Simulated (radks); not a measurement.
Fractional charge and spin in the 4p shell of strontium: the spin-up occupation runs from 2 to 3 and the spin-down occupation from 2 to 3; the fullest corner is Sr+, [Ar] 3d10 4s2 5s(up 0.5, down 0.5) 4p(up 3, down 3). All-electron calculation, scalar-relativistic Kohn-Sham, PBE, spin-polarised, spherical densities, point nucleus. Program: a radial shooting solver on a logarithmic mesh with Libxc functionals. Energy (eV) above the fullest corner. The planes named below are the two flat planes that join the four corners, with an edge along up + down = one added electron.

| down \ up | 2 | 2.25 | 2.5 | 2.75 | 3 |
|---|---|---|---|---|---|
| 2 | 83.763 | 70.352 | 57.772 | 46.010 | 35.057 |
| 2.25 | 70.352 | 57.841 | 46.145 | 35.254 | 25.155 |
| 2.5 | 57.772 | 46.145 | 35.320 | 25.282 | 16.021 |
| 2.75 | 46.010 | 35.254 | 25.282 | 16.083 | 7.641 |
| 3 | 35.057 | 25.155 | 16.021 | 7.641 | 0.000 |

Corners above the fullest one (they belong to Sr2+ and the next ion): (up 3, down 2) 35.057 eV, (up 2, down 3) 35.057 eV, (up 2, down 2) 83.763 eV. With half an added electron in each spin the energy lies 0.263 eV from the planes, and with half an added electron in spin up alone -1.639 eV. The planes are only a guide here: the flat-plane condition holds for ground states with one frontier orbital, while this shell lies below other occupied shells, so the corners above the fullest one are inner-hole states and not the ground states of those ions.
